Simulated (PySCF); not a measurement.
Orbital gap (eV) of eight silicon and germanium compounds: PBE beside HF, computed with PySCF for isolated molecules in the bases named; differences from unrounded values. The eight are the first of their class met in an unordered collection, after screening for sound electronic states; none was chosen by its value. Each molecule has one DFT geometry for both levels.

| molecule | basis | HF |
|---|---|---|
| GeH7NOSi, SMILES [OH][GeH2][NH][SiH3] | def2-TZVP | 13.89 |
| CH4ClNOSi2, SMILES Cl[Si@H]1OC=N[SiH2]1 | def2-TZVP | 12.95 |
| 1,3-oxasiletane-2,4-dione (C2H2O3Si), SMILES O=C1OC(=O)[SiH2]1 | def2-TZVP | 13.30 |
| Si(F)2(OH)(SiH3) (F2H4OSi2), SMILES O[Si](F)(F)[SiH3] | def2-TZVP | 15.28 |
| C3H11NSi2, SMILES [SiH3]C(=C)N([SiH3])C | def2-TZVP | 11.73 |
| CH3Cl2NSi2, SMILES Cl[Si]1(Cl)[SiH2]C=N1 | def2-TZVP | 12.93 |
| Si(F)(OH)2(OSiH3) (FH5O3Si2), SMILES [Si](O)(F)(O)O[SiH3] | def2-TZVP | 15.57 |
| C2H10Si4, SMILES [SiH3][SiH2][Si@@H]1C=C[SiH2]1 | def2-TZVP | 12.07 |

Task: Estimate the PBE values and say how PBE differs from HF over the set. (The exact figures need the calculation; the answer reports its results.)

Result: 
```json
[
 {"molecule": "GeH7NOSi, SMILES [OH][GeH2][NH][SiH3]", "PBE": "5.41", "difference": "-8.48"},
 {"molecule": "CH4ClNOSi2, SMILES Cl[Si@H]1OC=N[SiH2]1", "PBE": "4.28", "difference": "-8.66"},
 {"molecule": "1,3-oxasiletane-2,4-dione (C2H2O3Si), SMILES O=C1OC(=O)[SiH2]1", "PBE": "3.70", "difference": "-9.60"},
 {"molecule": "Si(F)2(OH)(SiH3) (F2H4OSi2), SMILES O[Si](F)(F)[SiH3]", "PBE": "6.86", "difference": "-8.42"},
 {"molecule": "C3H11NSi2, SMILES [SiH3]C(=C)N([SiH3])C", "PBE": "4.30", "difference": "-7.43"},
 {"molecule": "CH3Cl2NSi2, SMILES Cl[Si]1(Cl)[SiH2]C=N1", "PBE": "3.22", "difference": "-9.71"},
 {"molecule": "Si(F)(OH)2(OSiH3) (FH5O3Si2), SMILES [Si](O)(F)(O)O[SiH3]", "PBE": "6.53", "difference": "-9.03"},
 {"molecule": "C2H10Si4, SMILES [SiH3][SiH2][Si@@H]1C=C[SiH2]1", "PBE": "4.46", "difference": "-7.61"}
]
```
PBE lies below HF in 8 and above it in 0 of the eight; the mean signed difference is -8.62 and the largest -9.71 eV.
